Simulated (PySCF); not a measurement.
H₂Zn, charge +1, doublet (typed; the unrestricted solution is spin-contaminated), geometry from GFN2-xTB (such geometries of metal compounds can be far from the true shape) (a state made from the parent by changing its charge; the spin is typed, not shown lowest). Base run: HF/aug-cc-pVDZ (PySCF).

Here is a job for PySCF.
```python
from pyscf import gto, scf, solvent

mol = gto.M(
    atom='''
Zn    0.000000    0.000000    0.000000
H    -0.000000   -0.000000   -1.565223
H     0.000000    0.000000    1.565223
''',
    basis='aug-cc-pvdz',
    charge=1,
    spin=1,
    verbose=4,
)

mf = scf.UHF(mol)
mf.kernel()
```

Variants of this job, named by their change:

| change | ΔE vs base (kcal/mol) |
|---|---|
| base | 0.000 |
| model = IEF-PCM; solvent = tetrahydrofuran; vdw_scale = 1.4 | -70.0 |
| model = SS(V)PE; solvent = tetrahydrofuran | -84.3 |
| model = IEF-PCM; solvent = tetrahydrofuran; vdw_scale = 1.0 | -116.8 |
| model = IEF-PCM; solvent = tetrahydrofuran; r_probe = 0.5 | -61.32 |
| model = IEF-PCM; solvent = tetrahydrofuran | -85.6 |
| model = IEF-PCM; solvent = methanol | -96.5 |
| model = IEF-PCM; solvent = dichloromethane | -88.0 |
| model = IEF-PCM; solvent = tetrahydrofuran; lebedev_order = 41 | -85.5 |
| model = ddCOSMO; solvent = tetrahydrofuran | -94.5 |
| model = IEF-PCM; solvent = tetrahydrofuran; vdw_scale = 1.1 | -98.2 |
| model = C-PCM; solvent = tetrahydrofuran | -85.9 |

The base is the gas phase, so ΔE is the electrostatic part of solvation at a fixed geometry, without cavity and dispersion terms.

Open shells are given as the SCF converged; they aren't shown to be the lowest states, and a large step between rows can be another state.
